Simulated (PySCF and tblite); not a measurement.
The numbers below are computed, except where a source is named.
C₇H₁₄, numbered as in [CH3:1][CH:2]1[CH2:3][CH2:4][CH2:5][CH2:6][CH2:7]1.

Geometries PBE0-D3(BJ)/def2-SVP; weights from PBE0-D3(BJ)/def2-TZVP energies and GFN2-xTB thermal corrections, with symmetry numbers and mirror pairs. Conformers within 4 kcal/mol (GFN2-xTB free energy) were kept, 5 at most. GIAO shieldings: PBE0/pcSseg-1. Shifts are against TMS (¹H), TMS (¹³C) at the same level; of two unlike H on one atom, a is the less shielded. Programs: PySCF with density fitting and tblite.

Q: List the conformer-averaged shifts at 298.15 K.

A: ¹H: 1.60 (H4a/H6a, 2H), 1.52 (H5a, 1H), 1.49 (H3a/H7a, 2H), 1.18 (H4b/H6b, 2H), 1.05 (H5b, 1H), 1.02 (H2, 1H), 0.90 (H1, 3H), 0.73 (H3b/H7b, 2H) ppm. ¹³C: 37.1 (C3/C7), 34.2 (C2), 28.7 (C4/C6), 28.5 (C5), 24.7 (C1) ppm.

Q: How do the conformers differ?

A: The 6-ring runs over atoms 2–3–4–5–6–7.
```tsv
conformer	shape	weight %
1	6-ring chair (all substituents equatorial)	96.7
2	6-ring chair (C1 axial)	3.3
```

```
 signal     1     2  average
     H1  0.89  1.03     0.90
     H2  1.00  1.63     1.02
H3a/H7a  1.50  1.42     1.49
H3b/H7b  0.71  1.35     0.73
H4a/H6a  1.61  1.44     1.60
H4b/H6b  1.18  1.27     1.18
    H5a  1.53  1.12     1.52
    H5b  1.04  1.56     1.05
     C1  24.9  18.6     24.7
     C2  34.4  29.4     34.2
  C3/C7  37.2  34.1     37.1
  C4/C6  28.9  22.7     28.7
     C5  28.5  29.4     28.5
```

Q: Which signal moves most, for its nucleus, between 180 and 400 K through the change of populations alone?

A: H3b/H7b: 0.71 ppm at 180 K, 0.71 ppm at 230 K, 0.73 ppm at 298.15 K, 0.73 ppm at 330 K, 0.75 ppm at 400 K.

Shifts are unscaled: against experiment ¹³C can be off by 15 ppm or more and ¹H by 0.8 ppm.
